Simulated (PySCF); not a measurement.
**Match the barriers**

Saddle point of BH$_{4}$ClO$_{2}$, singlet (BH₃O₂ ([OH][BH][OH]) + HCl → BH₂ClO₂ ([OH][B]([OH])[Cl]) + H₂; bonds formed: B1–Cl6, H2–H5; bonds broken: B1–H2, H5–Cl6), PBE0-D4/def2-TZVP structure:

B1  (-0.063, -0.196, -0.133)
H2  (1.213, -0.654, -0.102)
O3  (-0.347, 0.647, -1.161)
O4  (-0.838, -1.237, 0.244)
H5  (1.173, -0.049, 0.637)
Cl6  (0.504, 1.099, 1.608)
H7  (0.124, 1.483, -1.136)
H8  (-1.767, -1.093, 0.042)
(Å)

PySCF 2.14 with density fitting (its default auxiliary sets; JK sets also for MP2 and CCSD(T)); basis: def2-TZVPP, with def2-QZVPP for the basis limit; cores frozen in the correlated methods. B3LYP uses VWN-RPA correlation. Extrapolation: Hartree–Fock as exp(−7.88 √X), correlation as X^−2.97. Four methods, as single points on the PBE0-D4 structures, gave these electronic barriers from the start structure: 26.18, 33.36, 37.54, 48.38 kcal/mol.

(1) The methods were, in alphabetical order, B3LYP-D4, BHLYP-D4, HF, PBE-D4. Which gave which? (A judgement: the text doesn't fix the answer.)

The T1 diagnostic stays at or below 0.013.

Results:

(1) The calculation gives: PBE-D4 26.18; B3LYP-D4 33.36; BHLYP-D4 37.54; HF 48.38 kcal/mol. For comparison, CCSD(T) at an estimated basis limit (MP2 extrapolated from triple and quadruple zeta, plus CCSD(T) − MP2 in triple zeta) gives 35.07 kcal/mol.

Labels in which every atom is bracketed show which atoms are joined, not bond orders.

For scale, one of the runs: CCSD(T)/def2-TZVPP, 191 basis functions, launched by `OMP_NUM_THREADS=4 python run.py`. The run took 6 min on 4 CPU threads of an Arm Neoverse V2 (shared host), with 2.4 GiB of host memory at its peak.
